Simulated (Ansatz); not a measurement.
## Molecular dynamics of F$_{6}$H$_{2}$W

The input (input.yaml):

```yaml
crystal:
  periodic: [false, false, false]
  atoms:
    - { symbol: W, position_ang: [0.144624, 0.195857, -0.077842] }
    - { symbol: H, position_ang: [0.525337, -0.49451, 1.617121] }
    - { symbol: F, position_ang: [1.98078, 0.157791, -0.072471] }
    - { symbol: F, position_ang: [-0.170987, 1.874711, -0.776266] }
    - { symbol: F, position_ang: [-1.535269, 0.337842, 0.661839] }
    - { symbol: F, position_ang: [-0.218782, -1.627575, -0.050224] }
    - { symbol: F, position_ang: [0.2012, -0.223768, -1.876256] }
    - { symbol: F, position_ang: [0.594449, 1.563053, 1.483705] }
    - { symbol: H, position_ang: [0.636648, 0.464699, 1.867295] }
basis:
  gaussian: { orbitals: def2-SVP }
hamiltonian:
  xc: pbe0
md:
  timestep: 0.5
  n_steps: 200
  ensemble: nve
  temperature: 100.0
  initial_velocities: maxwell_boltzmann
  seed: 7287
```

Run as:

```bash
$ ansatz run input.yaml --threads 4 --pin off --max-ram 5120MiB --backend cpu --events-out ev --progress --plain --runs-dir out
```

It starts at the highest image of a converged band. Of that band: The profile has 2 maxima (images 2, 4) with wells between them (image 3): this band takes more than one step, which may be the mechanism or a detour left from its start path. A vibrational analysis at the climbing image gives one clearly imaginary mode, 828i cm⁻¹: a first-order saddle point.

Output, in part (one step line in 4, the closing report, with atoms numbered from 0):

```
md step     0: t =     0.00 fs  T =   100.0 K  F+E_penalty+E_count = -18135.73568464 eV  E_kin = 0.090482 eV  conserved = -18135.64520264 eV  (30 SCF iters)
md step     4: t =     2.00 fs  T =    96.2 K  F+E_penalty+E_count = -18135.73227780 eV  E_kin = 0.087083 eV  conserved = -18135.64519435 eV  (35 SCF iters)
md step     8: t =     4.00 fs  T =    87.6 K  F+E_penalty+E_count = -18135.72443230 eV  E_kin = 0.079257 eV  conserved = -18135.64517543 eV  (35 SCF iters)
md step    12: t =     6.00 fs  T =    79.4 K  F+E_penalty+E_count = -18135.71701294 eV  E_kin = 0.071843 eV  conserved = -18135.64516968 eV  (35 SCF iters)
md step    16: t =     8.00 fs  T =    74.8 K  F+E_penalty+E_count = -18135.71281921 eV  E_kin = 0.067659 eV  conserved = -18135.64516002 eV  (35 SCF iters)
md step    20: t =    10.00 fs  T =    77.7 K  F+E_penalty+E_count = -18135.71542211 eV  E_kin = 0.070280 eV  conserved = -18135.64514257 eV  (36 SCF iters)
md step    24: t =    12.00 fs  T =    91.4 K  F+E_penalty+E_count = -18135.72785029 eV  E_kin = 0.082679 eV  conserved = -18135.64517160 eV  (37 SCF iters)
md step    28: t =    14.00 fs  T =   110.0 K  F+E_penalty+E_count = -18135.74465829 eV  E_kin = 0.099496 eV  conserved = -18135.64516188 eV  (37 SCF iters)
md step    32: t =    16.00 fs  T =   135.9 K  F+E_penalty+E_count = -18135.76811681 eV  E_kin = 0.122986 eV  conserved = -18135.64513093 eV  (37 SCF iters)
md step    36: t =    18.00 fs  T =   173.9 K  F+E_penalty+E_count = -18135.80256650 eV  E_kin = 0.157353 eV  conserved = -18135.64521327 eV  (36 SCF iters)
md step    40: t =    20.00 fs  T =   209.4 K  F+E_penalty+E_count = -18135.83468160 eV  E_kin = 0.189512 eV  conserved = -18135.64517006 eV  (35 SCF iters)
md step    44: t =    22.00 fs  T =   248.6 K  F+E_penalty+E_count = -18135.87013469 eV  E_kin = 0.224903 eV  conserved = -18135.64523121 eV  (35 SCF iters)
md step    48: t =    24.00 fs  T =   281.3 K  F+E_penalty+E_count = -18135.89973382 eV  E_kin = 0.254520 eV  conserved = -18135.64521352 eV  (36 SCF iters)
md step    52: t =    26.00 fs  T =   312.0 K  F+E_penalty+E_count = -18135.92749289 eV  E_kin = 0.282308 eV  conserved = -18135.64518466 eV  (36 SCF iters)
md step    56: t =    28.00 fs  T =   344.7 K  F+E_penalty+E_count = -18135.95715514 eV  E_kin = 0.311891 eV  conserved = -18135.64526376 eV  (36 SCF iters)
md step    60: t =    30.00 fs  T =   366.3 K  F+E_penalty+E_count = -18135.97665228 eV  E_kin = 0.331461 eV  conserved = -18135.64519111 eV  (35 SCF iters)
md step    64: t =    32.00 fs  T =   383.3 K  F+E_penalty+E_count = -18135.99210107 eV  E_kin = 0.346835 eV  conserved = -18135.64526569 eV  (36 SCF iters)
md step    68: t =    34.00 fs  T =   391.3 K  F+E_penalty+E_count = -18135.99920852 eV  E_kin = 0.354059 eV  conserved = -18135.64514968 eV  (36 SCF iters)
md step    72: t =    36.00 fs  T =   407.9 K  F+E_penalty+E_count = -18136.01431969 eV  E_kin = 0.369040 eV  conserved = -18135.64527935 eV  (31 SCF iters)
md step    76: t =    38.00 fs  T =   414.1 K  F+E_penalty+E_count = -18136.01979138 eV  E_kin = 0.374647 eV  conserved = -18135.64514408 eV  (36 SCF iters)
md step    80: t =    40.00 fs  T =   423.8 K  F+E_penalty+E_count = -18136.02871879 eV  E_kin = 0.383458 eV  conserved = -18135.64526066 eV  (36 SCF iters)
md step    84: t =    42.00 fs  T =   427.1 K  F+E_penalty+E_count = -18136.03159451 eV  E_kin = 0.386470 eV  conserved = -18135.64512493 eV  (37 SCF iters)
md step    88: t =    44.00 fs  T =   442.0 K  F+E_penalty+E_count = -18136.04523789 eV  E_kin = 0.399958 eV  conserved = -18135.64527963 eV  (36 SCF iters)
md step    92: t =    46.00 fs  T =   446.8 K  F+E_penalty+E_count = -18136.04941947 eV  E_kin = 0.404277 eV  conserved = -18135.64514261 eV  (36 SCF iters)
md step    96: t =    48.00 fs  T =   455.3 K  F+E_penalty+E_count = -18136.05723724 eV  E_kin = 0.411961 eV  conserved = -18135.64527649 eV  (37 SCF iters)
md step   100: t =    50.00 fs  T =   453.8 K  F+E_penalty+E_count = -18136.05572872 eV  E_kin = 0.410597 eV  conserved = -18135.64513211 eV  (37 SCF iters)
md step   104: t =    52.00 fs  T =   460.5 K  F+E_penalty+E_count = -18136.06191983 eV  E_kin = 0.416648 eV  conserved = -18135.64527219 eV  (36 SCF iters)
md step   108: t =    54.00 fs  T =   457.7 K  F+E_penalty+E_count = -18136.05927827 eV  E_kin = 0.414139 eV  conserved = -18135.64513945 eV  (37 SCF iters)
md step   112: t =    56.00 fs  T =   460.2 K  F+E_penalty+E_count = -18136.06170238 eV  E_kin = 0.416437 eV  conserved = -18135.64526559 eV  (36 SCF iters)
md step   116: t =    58.00 fs  T =   456.2 K  F+E_penalty+E_count = -18136.05792937 eV  E_kin = 0.412810 eV  conserved = -18135.64511889 eV  (47 SCF iters)
md step   120: t =    60.00 fs  T =   464.6 K  F+E_penalty+E_count = -18136.06565344 eV  E_kin = 0.420393 eV  conserved = -18135.64526090 eV  (36 SCF iters)
md step   124: t =    62.00 fs  T =   467.4 K  F+E_penalty+E_count = -18136.06809185 eV  E_kin = 0.422941 eV  conserved = -18135.64515067 eV  (36 SCF iters)
md step   128: t =    64.00 fs  T =   474.8 K  F+E_penalty+E_count = -18136.07490475 eV  E_kin = 0.429629 eV  conserved = -18135.64527624 eV  (36 SCF iters)
md step   132: t =    66.00 fs  T =   473.7 K  F+E_penalty+E_count = -18136.07374612 eV  E_kin = 0.428596 eV  conserved = -18135.64515028 eV  (36 SCF iters)
md step   136: t =    68.00 fs  T =   479.4 K  F+E_penalty+E_count = -18136.07901116 eV  E_kin = 0.433735 eV  conserved = -18135.64527613 eV  (35 SCF iters)
md step   140: t =    70.00 fs  T =   474.4 K  F+E_penalty+E_count = -18136.07443412 eV  E_kin = 0.429259 eV  conserved = -18135.64517542 eV  (35 SCF iters)
md step   144: t =    72.00 fs  T =   468.5 K  F+E_penalty+E_count = -18136.06914400 eV  E_kin = 0.423869 eV  conserved = -18135.64527460 eV  (35 SCF iters)
md step   148: t =    74.00 fs  T =   453.2 K  F+E_penalty+E_count = -18136.05522588 eV  E_kin = 0.410077 eV  conserved = -18135.64514936 eV  (36 SCF iters)
md step   152: t =    76.00 fs  T =   445.4 K  F+E_penalty+E_count = -18136.04830435 eV  E_kin = 0.403047 eV  conserved = -18135.64525734 eV  (36 SCF iters)
md step   156: t =    78.00 fs  T =   431.2 K  F+E_penalty+E_count = -18136.03532903 eV  E_kin = 0.390167 eV  conserved = -18135.64516190 eV  (36 SCF iters)
md step   160: t =    80.00 fs  T =   421.1 K  F+E_penalty+E_count = -18136.02624137 eV  E_kin = 0.380994 eV  conserved = -18135.64524767 eV  (36 SCF iters)
md step   164: t =    82.00 fs  T =   408.3 K  F+E_penalty+E_count = -18136.01454884 eV  E_kin = 0.369408 eV  conserved = -18135.64514086 eV  (37 SCF iters)
md step   168: t =    84.00 fs  T =   406.0 K  F+E_penalty+E_count = -18136.01260129 eV  E_kin = 0.367358 eV  conserved = -18135.64524361 eV  (36 SCF iters)
md step   172: t =    86.00 fs  T =   400.0 K  F+E_penalty+E_count = -18136.00712031 eV  E_kin = 0.361951 eV  conserved = -18135.64516883 eV  (35 SCF iters)
md step   176: t =    88.00 fs  T =   397.5 K  F+E_penalty+E_count = -18136.00495124 eV  E_kin = 0.359700 eV  conserved = -18135.64525137 eV  (35 SCF iters)
md step   180: t =    90.00 fs  T =   390.9 K  F+E_penalty+E_count = -18135.99883205 eV  E_kin = 0.353681 eV  conserved = -18135.64515057 eV  (35 SCF iters)
md step   184: t =    92.00 fs  T =   390.7 K  F+E_penalty+E_count = -18135.99879248 eV  E_kin = 0.353547 eV  conserved = -18135.64524589 eV  (34 SCF iters)
md step   188: t =    94.00 fs  T =   383.7 K  F+E_penalty+E_count = -18135.99233746 eV  E_kin = 0.347163 eV  conserved = -18135.64517424 eV  (46 SCF iters)
md step   192: t =    96.00 fs  T =   377.2 K  F+E_penalty+E_count = -18135.98651061 eV  E_kin = 0.341269 eV  conserved = -18135.64524191 eV  (35 SCF iters)
md step   196: t =    98.00 fs  T =   366.3 K  F+E_penalty+E_count = -18135.97657501 eV  E_kin = 0.331424 eV  conserved = -18135.64515104 eV  (35 SCF iters)
md step   200: t =   100.00 fs  T =   362.9 K  F+E_penalty+E_count = -18135.97361915 eV  E_kin = 0.328390 eV  conserved = -18135.64522905 eV  (32 SCF iters)
Total energy: -18135.97367413 eV, -666.4847395199 hartree
Atom 0 at     0.122411     0.074717    -0.175221 Å, force    -0.232917    -0.448559     1.023761 eV/Å
Atom 1 at     0.738058    -0.582485     1.257010 Å, force    -0.022495     0.095830    -0.078712 eV/Å
Atom 2 at     1.893701     0.593597    -0.120722 Å, force     0.446426    -0.164173     0.197274 eV/Å
Atom 3 at    -0.117122     1.860533    -0.499472 Å, force    -0.292148     0.546772    -0.469210 eV/Å
Atom 4 at    -1.376623     0.395552     0.838727 Å, force    -0.248735     0.155051     0.283924 eV/Å
Atom 5 at    -0.673165    -1.620970    -0.148553 Å, force     0.421972     0.254722    -0.419174 eV/Å
Atom 6 at     0.518302    -0.403279    -1.899410 Å, force    -0.100981    -0.286283    -0.501239 eV/Å
Atom 7 at     0.759754     2.346333     2.128213 Å, force     0.361077    -0.313021     0.124402 eV/Å
Atom 8 at     1.582879     2.107753     2.488264 Å, force    -0.332198     0.159662    -0.161027 eV/Å
Dipole moment:     0.379300    -0.042520     0.292345 e Å
```

The run went to its last step. The conserved energy stayed within 0.011 meV per atom of its start (net change -0.0029 meV per atom), so the integration is sound. The kinetic energy rose, since the run started high on the potential surface and went downhill. It ends in pieces (F5HW + FH), so much of that is their flight and rotation, not heat. A run of 0.1 ps of so small a system gives no equilibrium averages. The orbitals stay closed-shell, which can raise the energy where a bond breaks towards radicals; this wasn't checked here.

Between its relaxed ends the band would form H2–H9 and break W1–H2, F8–H9. These pairs go: H2–H9 1.00 → 3.08 Å, W1–H2 1.87 → 1.69 Å, F8–H9 1.16 → 0.93 Å. In the last frame they stand as before the step (other bonds may differ from the relaxed reactants and products). Also parted: W1–F8 2.12 → 3.30 Å, W1–H9 2.02 → 3.66 Å. It ends as F5HW + FH. Pairs count as bonded within 1.25 times the sum of covalent radii (0.12 Å more for H–H).

Last frame:

```xyz
9
Properties=species:S:1:pos:R:3
W 0.122 0.075 -0.175
H 0.738 -0.583 1.257
F 1.894 0.594 -0.121
F -0.117 1.861 -0.499
F -1.377 0.396 0.839
F -0.673 -1.621 -0.149
F 0.518 -0.403 -1.899
F 0.760 2.346 2.128
H 1.583 2.108 2.488
```

Run time: 12 min on 4 threads of Intel(R) Xeon(R) Platinum 8259CL CPU @ 2.50GHz (Skylake/Cascade Lake), with other jobs on the host, peak memory 0.37 GiB.
